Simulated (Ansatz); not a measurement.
`C[S][Au]` + H₂O → `[OH][Au]` + CH₃SH at 600 K and 1 bar (formal hydrolysis of the Au–S bond).

Gas-phase electronic energies from Ansatz, PBE0-D4/def2-TZVP geometries. CCSD(T)/CBS adds triple-zeta CCSD(T) − MP2 to the extrapolated MP2 energy (def2 sets, frozen cores). This one scheme is used for every species. def2 core potentials past Kr. For Au outer-core shells are correlated without core-valence functions, which leaves a few kJ/mol of doubt a bond.

```csv
species,CCSD(T)/CBS energy (Eh),H − E (kJ/mol),S (J/(mol·K))
`C[S][Au]`,-573.16596,138.9,364.5
H₂O,-76.37941,76.8,212.8
`[OH][Au]`,-211.25768,55.6,290.2
CH₃SH,-438.22835,152.3,296.8
```

H − E and S are ideal-gas, rigid-rotor, harmonic terms from PBE0-D4/def2-TZVP. 1 Eh = 2625.50 kJ/mol, R = 8.31446 J/(mol·K).

**Question.** By hand: ΔE, ΔH, ΔS and ΔG.

**Answer.** ΔE = (-211.25768) + (-438.22835) − (-573.16596) − (-76.37941) = 0.05934 Eh = 155.8 kJ/mol. Δ(H − E) = 55.6 + 152.3 − 138.9 − 76.8 = -7.8, so ΔH = 148.0 kJ/mol. ΔS = 290.2 + 296.8 − 364.5 − 212.8 = 9.7 J/(mol·K). ΔG = 148.0 − 600 × (9.7)/1000 = 142.2 kJ/mol.

**Question.** By hand: the equilibrium constant, and the temperature at which ΔG would vanish if ΔH and ΔS stayed fixed.

**Answer.** log₁₀ K = −ΔG/(RT ln 10) = -12.4. ΔG = 0 at ΔH/ΔS = 15258 K, far beyond where these terms or the molecules hold.

The number of gas molecules stays the same, so ΔS is small and ΔH decides. A doubt of 5 kJ/mol in ΔE shifts log₁₀ K by 0.4 here. These are equilibria of isolated gas molecules and say nothing of rates. Largest T1 diagnostic: 0.030 (customary marks: 0.02 for closed shells, 0.045 for open ones).
